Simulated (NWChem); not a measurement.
System: CH3BeBrO; SMILES [O](C)[Be][Br]

```xyz
7

Be     0.0039    -0.5427    -0.0004
Br     0.0019     1.4211    -0.0006
O      0.0042    -1.9280     0.0002
C     -0.0041    -3.3029     0.0000
H      0.9626    -3.7054     0.3493
H     -0.7936    -3.6950     0.6645
H     -0.1884    -3.6983    -1.0141
```
Atoms are numbered in this order, from 1.

Coordinates come from a PBE0/def2-SVP optimisation.

Task: List the 4 lowest vertical singlet excitations from B3LYP/def2-SVPD, TDA (NWChem).

Result: 
| state | energy (eV) | oscillator strength | leading excitation (squared amplitude) |
|---|---|---|---|
| S1 | 6.58 | 0.027 | HOMO → LUMO (0.96) |
| S2 | 6.59 | 0.027 | HOMO−1 → LUMO (0.96) |
| S3 | 7.22 | 0.000 | HOMO → LUMO+1 (0.49) |
| S4 | 7.26 | 0.000 | HOMO−1 → LUMO+2 (0.35) |
